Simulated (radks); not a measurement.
Values are calculated unless marked as measured or tabulated.
Q: Radial electron density D(r) = 4 pi r^2 rho(r) of an atom or ion with 21 electrons. Level of theory: scalar-relativistic Kohn-Sham, LB94 model potential, spin-polarised, spherical densities, finite nucleus; Fermi nuclear charge, rms radius of each element as measured or else 0.836 A^(1/3) + 0.57 fm (a radial shooting solver on a logarithmic mesh with Libxc functionals).

```
   r/bohr * D(r) (the largest magnitude, 108, reaches the edge; | marks zero)
 0.002888 |          *
 0.003672 |              *
  0.00463 |                   *
 0.005886 |                         *
 0.007423 |                               *
 0.009437 |                                     *
    0.012 |                                         *
  0.01513 |                                           *
  0.01923 |                                         *
  0.02426 |                                       *
  0.03083 |                                      *
   0.0392 |                                         *
  0.04943 |                                                 *
  0.06284 |                                                      *
  0.07989 |                                                 *
   0.1007 |                                     *
   0.1281 |                           *
   0.1615 |                            *
   0.2053 |                              *
    0.261 |                      *
   0.3292 |         *
   0.4185 | *
    0.532 *
   0.6709 *
   0.8529 *
```

What is the nuclear charge?

A: Z = 64. The innermost maximum, from 1s, lies near gamma/Z bohr with gamma = sqrt(1 - (Z/c)^2) = 0.884, here 0.0138 bohr (found: 0.0151), and its height grows with Z. The density is that of the gadolinium ion Gd43+ in [Ar] 3d3; the configuration itself is not fixed sharply by these data, and Z only to a few units. D(r) has 3 maxima, at r = 0.0151, 0.0644, 0.196 bohr, and minima at 0.0292, 0.139 bohr, inside which lie 1.95, 10.91 electrons.
